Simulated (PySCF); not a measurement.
**How methods differ on the ionisation energy of Sc**

Sc [Ar] 3d1 4s2 (2D) → Sc+ [Ar] 3d1 4s1 (3D), as a difference of total energies. All numbers are calculated (PySCF 2.14, the non-relativistic Hamiltonian (point nucleus), in pcseg-2 (6s4p3d2f1g, 56 functions)). Correlated levels: valence: [Ar] frozen. The calculations carry no spin-orbit coupling.

```
           method  ionisation energy (eV)  difference from reference (eV)
              UHF                   5.365                          -1.197
    MP2 (valence)                   5.993                          -0.569
SCS-MP2 (valence)                   6.125                          -0.437
```

Reference: 6.562 eV (measured; NIST levels, between the centres of gravity of the two terms).

These non-relativistic numbers lack the scalar-relativistic shift.

Errors of the correlated levels include the incompleteness of this basis and the frozen core.

MP2 underrates the near-degeneracy of ns² with np² in the lower species.
